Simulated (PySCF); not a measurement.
SMILES CSc1ccccc1C=O, GFN2-xTB optimised geometry.

```
18

C     -2.73    -1.69    -0.05
S     -0.97    -2.14     0.00
C     -0.12    -0.60     0.00
C     -0.79     0.62     0.00
C     -0.09     1.81     0.00
C      1.30     1.82     0.00
C      1.97     0.62     0.00
C      1.28    -0.60     0.00
C      2.05    -1.84     0.00
O      3.26    -1.91     0.00
H     -3.00    -1.14     0.84
H     -3.26    -2.64    -0.08
H     -2.94    -1.13    -0.95
H     -1.87     0.66     0.01
H     -0.64     2.74     0.01
H      1.84     2.75     0.00
H      3.05     0.58     0.00
H      1.43    -2.75     0.00
```

Density from CAM-B3LYP/def2-SVP run with PySCF 2.14.0 at that geometry.

Minimum of the electron density along straight lines between bonded atoms, close to the bond critical point (lines longer than 1.1 times the sum of covalent radii, or with two minima, are not listed):

```json
[
 {"bond": "C1–S2", "length / Å": "1.817", "ρ at the minimum / e bohr⁻³": "0.181", "∇²ρ there / e bohr⁻⁵": "-0.33", "position (fraction from the first atom)": "0.46"},
 {"bond": "S2–C3", "length / Å": "1.761", "ρ at the minimum / e bohr⁻³": "0.202", "∇²ρ there / e bohr⁻⁵": "-0.44", "position (fraction from the first atom)": "0.52"},
 {"bond": "C3–C4", "length / Å": "1.390", "ρ at the minimum / e bohr⁻³": "0.310", "∇²ρ there / e bohr⁻⁵": "-0.79", "position (fraction from the first atom)": "0.51"},
 {"bond": "C4–C5", "length / Å": "1.383", "ρ at the minimum / e bohr⁻³": "0.315", "∇²ρ there / e bohr⁻⁵": "-0.82", "position (fraction from the first atom)": "0.50"},
 {"bond": "C5–C6", "length / Å": "1.387", "ρ at the minimum / e bohr⁻³": "0.314", "∇²ρ there / e bohr⁻⁵": "-0.82", "position (fraction from the first atom)": "0.51"},
 {"bond": "C6–C7", "length / Å": "1.379", "ρ at the minimum / e bohr⁻³": "0.318", "∇²ρ there / e bohr⁻⁵": "-0.84", "position (fraction from the first atom)": "0.50"},
 {"bond": "C3–C8", "length / Å": "1.407", "ρ at the minimum / e bohr⁻³": "0.301", "∇²ρ there / e bohr⁻⁵": "-0.75", "position (fraction from the first atom)": "0.51"},
 {"bond": "C7–C8", "length / Å": "1.396", "ρ at the minimum / e bohr⁻³": "0.308", "∇²ρ there / e bohr⁻⁵": "-0.78", "position (fraction from the first atom)": "0.50"},
 {"bond": "C8–C9", "length / Å": "1.463", "ρ at the minimum / e bohr⁻³": "0.281", "∇²ρ there / e bohr⁻⁵": "-0.72", "position (fraction from the first atom)": "0.50"},
 {"bond": "C9–O10", "length / Å": "1.206", "ρ at the minimum / e bohr⁻³": "0.412", "∇²ρ there / e bohr⁻⁵": "0.46", "position (fraction from the first atom)": "0.33"},
 {"bond": "C1–H11", "length / Å": "1.086", "ρ at the minimum / e bohr⁻³": "0.280", "∇²ρ there / e bohr⁻⁵": "-1.08", "position (fraction from the first atom)": "0.64"},
 {"bond": "C1–H12", "length / Å": "1.086", "ρ at the minimum / e bohr⁻³": "0.280", "∇²ρ there / e bohr⁻⁵": "-1.07", "position (fraction from the first atom)": "0.64"},
 {"bond": "C1–H13", "length / Å": "1.086", "ρ at the minimum / e bohr⁻³": "0.280", "∇²ρ there / e bohr⁻⁵": "-1.08", "position (fraction from the first atom)": "0.64"},
 {"bond": "C4–H14", "length / Å": "1.078", "ρ at the minimum / e bohr⁻³": "0.286", "∇²ρ there / e bohr⁻⁵": "-1.10", "position (fraction from the first atom)": "0.63"},
 {"bond": "C5–H15", "length / Å": "1.080", "ρ at the minimum / e bohr⁻³": "0.285", "∇²ρ there / e bohr⁻⁵": "-1.11", "position (fraction from the first atom)": "0.64"},
 {"bond": "C6–H16", "length / Å": "1.079", "ρ at the minimum / e bohr⁻³": "0.284", "∇²ρ there / e bohr⁻⁵": "-1.10", "position (fraction from the first atom)": "0.64"},
 {"bond": "C7–H17", "length / Å": "1.080", "ρ at the minimum / e bohr⁻³": "0.287", "∇²ρ there / e bohr⁻⁵": "-1.14", "position (fraction from the first atom)": "0.65"},
 {"bond": "C9–H18", "length / Å": "1.108", "ρ at the minimum / e bohr⁻³": "0.278", "∇²ρ there / e bohr⁻⁵": "-1.06", "position (fraction from the first atom)": "0.64"}
]
```
